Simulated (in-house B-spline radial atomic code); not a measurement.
A run on As that did not converge. Method: non-relativistic TPSSh, spin-polarised, spherical fractional occupations, point nucleus; computed with an all-electron radial atomic-structure program (B-spline basis).

Command:
```bash
python run_scf.py task.json out
```
Settings:
```
Z                33
configuration    [Ar] 3d10 4s1.75 4p3 4f0.25
hamiltonian      nr
method           tpssh
spin_polarised   True
```

First and last ten iterations of the last attempt (damped for 15 steps, keeping 80 % of the old Fock matrix, then DIIS):
```
 iter        energy (Eh)    residual
    1       -2235.686014    5.02e-02
    2       -2235.689197    1.23e-03
    3       -2235.689231    9.31e-04
    4       -2235.689243    7.13e-04
    5       -2235.689247    5.51e-04
    6       -2235.689249    4.52e-04
    7       -2235.689251    3.71e-04
    8       -2235.689253    3.05e-04
    9       -2235.689254    2.50e-04
   10       -2235.689256    2.05e-04
  111       -2235.689266    6.60e-05
  112       -2235.689265    4.69e-05
  113       -2235.689267    6.18e-05
  114       -2235.689269    7.02e-05
  115       -2235.689270    3.20e-05
  116       -2235.689249    1.29e-04
  117       -2235.689276    7.29e-05
  118       -2235.689273    1.61e-05
  119       -2235.689272    1.42e-05
  120       -2235.689270    1.30e-05
 not converged after 120 iterations
```

The smallest residual met was 9.1e-06; the threshold is about 3e-07. No energy from this run should be used. Cost of the run: 6.1 s on 1 thread of Arm Neoverse V2, with other jobs on the host.
